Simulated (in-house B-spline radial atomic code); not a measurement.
## RPA and G0W0 on PBE: Sb⁵⁺

Configuration [Kr] 4d10, mean-field start PBE. Computed with an all-electron radial atomic-structure program (B-spline basis): all electrons, scalar-relativistic (spin-free one-electron X2C), finite nucleus, each spin shell either full or empty, empty states to l = 9 with an (l + 1/2)⁻⁴ tail; G0W0 by contour deformation at full frequency.

Command:
```bash
python run_gw.py task.json out
```
Settings (radii: box in bohr, nucleus in fm):
```
Z                        51
electrons                46
configuration            [Kr] 4d10
hamiltonian              x2c
method                   pbe,pbe
lmax                     9
rms_radius               4.6802
spin_polarised           False
box_radius               10.43
intervals                67
```

Run time, properties included: 4.6 s on 1 thread of Arm Neoverse N1, with other jobs on the host.

Energies (hartree):

```tsv
term	value
mean-field total	-6474.88693
Hartree-Fock functional on these orbitals	-6472.72799
direct second order	-4.1231
second-order exchange	1.1414
SOSEX correction	1.0718
```

(1) What is the RPA correlation energy, and what remains with SOSEX?

Quasi-particle levels (eV):

```json
{"level": "4d", "occupied": "yes", "mean field": "-89.64", "Σx - vxc": "-10.66", "Σc": "?", "QP weight": "?", "G0W0": "?"}
{"level": "5s", "occupied": "no", "mean field": "-61.09", "Σx - vxc": "8.00", "Σc": "-2.23", "QP weight": "0.978", "G0W0": "-55.32"}
```

G0W0 = mean field + (Σx - vxc) + Σc, with Σc (partial-wave tail included) taken at the quasi-particle energy. Only the outer levels were computed. Levels of low weight are left out.

(2) Where does G0W0 put 4d?

## Answers

(1) RPA gives -3.6694 hartree (-2.17 eV per electron); RPA + SOSEX gives -2.5976, and the second-order doubles -2.9817 hartree (no singles). RPA lacks exchange-type terms and so overcorrelates at short range.

(2) At -100.06 eV, with Σc = 0.24 eV and a quasi-particle weight of 0.954. The tabulated removal energy is 99.51 ± 0.05 eV (NIST, measured); the calculation leaves out spin-orbit coupling, Breit and QED terms, and what these don't explain is the method's own error.
